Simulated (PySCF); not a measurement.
CaTl at ROHF-MP2

Computed with ROHF-MP2; PySCF, scalar-relativistic core potentials, basis sets Ca def2-SVPD, Tl def2-SVPD with ECP60.

```json
{
  "state": "²Π (doublet), unpaired electrons π ↑",
  "bond length": "340.4 pm",
  "harmonic wavenumber": "98.6 cm⁻¹",
  "force constant": "0.192 mdyn/Å",
  "rotational constant Be": "0.04351 cm⁻¹",
  "anharmonicity ωexe": "0.878 cm⁻¹",
  "vibration–rotation constant αe": "0.000383 cm⁻¹",
  "well depth De to Ca + Tl": "0.38 eV",
  "dissociation energy D0": "0.37 eV"
}
```

Correlated steps freeze 9 core orbitals. The bond is weak. Basis-set superposition, not corrected here, can be much of De in a small basis, most of all at correlated wavefunction levels. Spin–orbit coupling is left out, which matters for elements this heavy, above all for dissociation energies. The state was picked by a PBE0 search and need not be the measured ground state.
